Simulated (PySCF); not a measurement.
A structure optimised at B3LYP-D3(BJ)/def2-SVP, used in a PySCF frequency run:

```
Bi
F 1 2.0388
F 1 2.0428 2 94.03
Te 1 2.8806 2 94.45 3 -100.46
H 4 1.6768 1 87.65 2 -158.93
```

**Question.** Write its SMILES and formula.

**Answer.** [F][Bi]([F])[TeH], BiF₂HTe

**Question.** What are its rotational constants (standard atomic weights)?

**Answer.** 3.4902, 0.63987, 0.61999 GHz
